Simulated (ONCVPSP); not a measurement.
What one change does to a pseudopotential (Ge, ONCV)

```json
{
  "Element": "Ge (Z = 32)",
  "Generator": "ONCVPSP 4.0.1",
  "Type": "optimised norm-conserving Vanderbilt (ONCV)",
  "Functional": "BLYP",
  "Relativity": "scalar-relativistic",
  "Frozen core": "[Ar]",
  "Valence charge": "14",
  "Reference configuration": "3d10 4s2 4p1 (charge +1)",
  "Partial waves": "4s: rc 1.85 bohr, ncon 4, nbas 8, qcut 3.1 1/bohr, 2 projectors, debl 2.9 Ha; 4p: rc 2.20 bohr, ncon 3, nbas 7, qcut 3.1 1/bohr, 1 projector; 3d: rc 1.10 bohr, ncon 5, nbas 9, qcut 16.6 1/bohr, local; f scattering state at 0.38 Ha: rc 2.00 bohr, ncon 4, nbas 8, qcut 5.9 1/bohr, 2 projectors, debl 2.1 Ha",
  "Local potential": "the d channel",
  "Core correction": "Teter function fitted to the true core (icmod 2), fcfact 0.25"
}
```

Change: p: ncon 4, nbas 8.

Cutoffs: the cutoffs (Ha) at which the residual kinetic energy of the hardest occupied pseudo-wave falls to 1 and 0.1 mHa per electron; they do not see the model core or the augmentation charge, which bear on the density cutoff. Errors are all-electron minus pseudo energies relative to the spin-unpolarised reference configuration.

**Question.** Predict the effect on cutoff, ghosts and configuration errors.

**Answer.** The potential gets neither clearly harder nor softer (105 Ha and 117 Ha → 105 Ha and 117 Ha); both files keep a bound ghost (p, s); of the 4 tests that both files solve, the error grows in 1 and shrinks in 2 by more than 15 % and 0.3 meV (median size 3.5 → 3.3 meV).

```csv
quantity,base,changed
"cutoff, loose",105 Ha,105 Ha
"cutoff, tight",117 Ha,117 Ha
loose cutoff by channel,"s 37 Ha, p 3.0 Ha, d 105 Ha","s 37 Ha, p 3.4 Ha, d 105 Ha"
bound ghosts,"s, p","s, p"
GHOST(+) flags under 300 eV,"f at 146.2 eV, s at 155.5 eV","f at 146.2 eV, s at 155.5 eV"
"error for 3d10 4s2 4p2, meV [ΔE -7.36 eV]",+0.7,+1.7
"error for 3d10 4s2 4p0, meV [ΔE 15.46 eV]",-6.3,-4.9
"error for 3d10 4s1 4p0, meV [ΔE 50.40 eV]",-37,-30
"error for 3d10 4s1 4p3, meV [ΔE 0.67 eV]",0.0,-0.1
s: phases at 1.87 bohr within 0.05 rad from the reference energy up to (Ha; the scan ends near 5),3.7,3.7
p: phases at 2.23 bohr within 0.05 rad from the reference energy up to (Ha; the scan ends near 5),1.3,1.4
d: phases at 1.11 bohr within 0.05 rad from the reference energy up to (Ha; the scan ends near 5),1.1,1.1
f: phases at 2.03 bohr within 0.05 rad from the reference energy up to (Ha; the scan ends near 5),4.4,4.4
"rms error of d²Exc/dni dnj with the model core, mHa",3.89,3.89
```

 A true bound ghost makes a file unfit for plane-wave use even where its test errors are small: the radial tests pick states by their node count and pass the ghost by.
